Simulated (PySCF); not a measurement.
Mapped SMILES: `[F:1][C:2]([F:3])([F:4])[S:5]/[CH:6]=[CH:7]/[O:8][SiH3:9]`. Hydrogens are named by the atom that carries them.

Theory: NMR shieldings at KT2/pcSseg-1/GIAO, structure optimised with PBE0-D3(BJ)/def2-SVP, in PySCF (one computed conformer, one averaged value for each set of equivalent atoms, relativity neglected, gas phase).

Scale: TMS for 13C, 1H, 29Si; CFCl3 for 19F; 33S against CS2; 17O vs H2O (reference shieldings calculated alike).

```json
{"atoms": "O8", "nucleus": "17O", "count": "1", "δ (ppm)": "134.1"}
{"atoms": "H(Si9)", "nucleus": "1H", "count": "3", "δ (ppm)": "5.08"}
{"atoms": "S5", "nucleus": "33S", "count": "1", "δ (ppm)": "?"}
{"atoms": "C7", "nucleus": "13C", "count": "1", "δ (ppm)": "160.5"}
{"atoms": "Si9", "nucleus": "29Si", "count": "1", "δ (ppm)": "-31.2"}
{"atoms": "F1/F3/F4", "nucleus": "19F", "count": "3", "δ (ppm)": "-77.5"}
{"atoms": "H(C7)", "nucleus": "1H", "count": "1", "δ (ppm)": "?"}
{"atoms": "C2", "nucleus": "13C", "count": "1", "δ (ppm)": "137.1"}
{"atoms": "C6", "nucleus": "13C", "count": "1", "δ (ppm)": "?"}
{"atoms": "H(C6)", "nucleus": "1H", "count": "1", "δ (ppm)": "5.34"}
```

Q: Estimate the values marked ?.

A: 
- C6: 88.9 ppm, β carbon of an enol-ether or enamine type C=C; the O or N lone pair pushes π density onto this β carbon and shields it
- H(C7): 7.03 ppm, hydrogen on an alkene carbon bearing oxygen; attached to an sp2 carbon and in the plane of the double bond
- S5: 102 ppm, sulfide sulfur

Shifts are as computed. Against solution values, carbons near 30 ppm lie about +2 ppm off and those near 130 ppm about -5 ppm. Of 1313 compounds with measured shifts, 239 miss one by over three times the rms of a fit or turn the order of signals round; such compounds aren't used in these exercises. Unscaled 19F shifts against computed CFCl3 carry errors that often reach 10 to 50 ppm. Experimental scales use liquid or dissolved standards, which lie at an offset from isolated H2O (liquid H2O: subtract about 36 ppm).
